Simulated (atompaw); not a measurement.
## Plane-wave convergence, PAW (atompaw) potential for ytterbium

ytterbium (Yb), PAW, made with atompaw 4.2.0.5 (PBE, scalar-relativistic). Core [Kr] 4d10, reference 4f14 5s2 5p6 5d0 6s0.5 6p0 (charge +1.5). Waves: 5s (bound): rc 1.65 bohr; 6s (bound): rc 1.75 bohr; 5p (bound): rc 1.75 bohr; 6p (bound, empty): rc 2.35 bohr; 5d (bound, empty): rc 2.65 bohr; 5d channel at -0.35 Ry: rc 2.65 bohr; 4f (bound): rc 0.95 bohr; 4f channel at -0.05 Ry: rc 0.95 bohr. Local part: bessel scheme, radius 2.25 bohr. Core correction: smooth core density matched at 2.20 bohr. Augmentation charge: sinc compensation charge, radius 2.30 bohr; PAW radius 2.65 bohr; waves and projectors: custom rrkj vanderbiltortho.

The pseudo-atom Hamiltonian at the reference potential is diagonalised in spherical Bessel functions j_l(qr) that vanish at 20 bohr, with q² up to the cutoff. All-electron valence levels (Ry): 5s -4.8212, 6s -0.8985, 5p -2.7973, 6p -0.5896, 5d -0.7211, 4f -0.9965.

Question: How do the lowest levels (Ry) of each channel move with the cutoff, and are there ghosts?

Answer:

```json
{"cutoff (Ry)": "8", "s #1": "-4.6920", "s #2": "-0.8659", "p #1": "-2.6898", "p #2": "-0.5348", "p #3": "-0.2201", "d #1": "-0.6917", "d #2": "-0.2610", "f #1": "-0.1808", "Σ f·Δε (mRy)": "12337.5"}
{"cutoff (Ry)": "18", "s #1": "-4.8196", "s #2": "-0.8961", "p #1": "-2.7825", "p #2": "-0.5786", "p #3": "-0.2359", "d #1": "-0.7209", "d #2": "-0.2675", "f #1": "-0.1814", "Σ f·Δε (mRy)": "11503.1"}
{"cutoff (Ry)": "35", "s #1": "-4.8211", "s #2": "-0.8985", "p #1": "-2.7970", "p #2": "-0.5895", "p #3": "-0.2398", "d #1": "-0.7211", "d #2": "-0.2675", "f #1": "-0.1818", "Σ f·Δε (mRy)": "11406.3"}
{"cutoff (Ry)": "55", "s #1": "-4.8212", "s #2": "-0.8985", "p #1": "-2.7973", "p #2": "-0.5896", "p #3": "-0.2399", "d #1": "-0.7211", "d #2": "-0.2675", "f #1": "-0.1824", "Σ f·Δε (mRy)": "11395.3"}
{"cutoff (Ry)": "90", "s #1": "-4.8212", "s #2": "-0.8985", "p #1": "-2.7973", "p #2": "-0.5896", "p #3": "-0.2399", "d #1": "-0.7211", "d #2": "-0.2675", "f #1": "-0.4889", "Σ f·Δε (mRy)": "7104.0"}
{"cutoff (Ry)": "140", "s #1": "-4.8212", "s #2": "-0.8985", "p #1": "-2.7973", "p #2": "-0.5897", "p #3": "-0.2399", "d #1": "-0.7211", "d #2": "-0.2675", "f #1": "-0.9869", "Σ f·Δε (mRy)": "132.5"}
{"cutoff (Ry)": "230", "s #1": "-4.8212", "s #2": "-0.8985", "p #1": "-2.7973", "p #2": "-0.5897", "p #3": "-0.2399", "d #1": "-0.7211", "d #2": "-0.2675", "f #1": "-0.9958", "Σ f·Δε (mRy)": "7.8"}
{"cutoff (Ry)": "400", "s #1": "-4.8212", "s #2": "-0.8985", "p #1": "-2.7973", "p #2": "-0.5897", "p #3": "-0.2399", "d #1": "-0.7211", "d #2": "-0.2675", "f #1": "-0.9964", "Σ f·Δε (mRy)": "0.0"}
```

Result: no extra level below or beside the all-electron valence levels (s, p, d, f tested); 10 mRy is reached at 230 Ry and 1 mRy at over 300 Ry.
